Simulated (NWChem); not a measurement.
A series in which one site is exchanged, each optimised at PBE0/def2-SVP with NWChem, gas phase unless a solvent is named. Some are not confirmed as minima by frequencies. def2 effective core potentials on I; no spin-orbit coupling.

A: Cl[SiH2]Cl (SiH$_{2}$Cl$_{2}$; site = Cl)
B: [SiH3]Cl (SiH3Cl; site = H)
C: Cl[SiH2]I (SiH2ICl; site = I)
D: F[SiH2]Cl (SiH2ClF; site = F)

Values for A:

orbital gap (eV), PBE0/def2-SVP: 9.36
static polarisability, PBE/def2-SVPD (bohr³): 56.0
lowest singlet excitation, PBE/def2-SVPD, TDA (eV): 6.70

### Question
How do these values change for the other members?

### Answer
```json
[
 {"change from A": "orbital gap (eV), PBE0/def2-SVP", "B": "-0.24", "C": "-2.29", "D": "+0.27"},
 {"change from A": "static polarisability, PBE/def2-SVPD (bohr³)", "B": "-11.9", "C": "+23.0", "D": "-14.3"},
 {"change from A": "lowest singlet excitation, PBE/def2-SVPD, TDA (eV)", "B": "-0.02", "C": "-1.66", "D": "+0.37"}
]
```
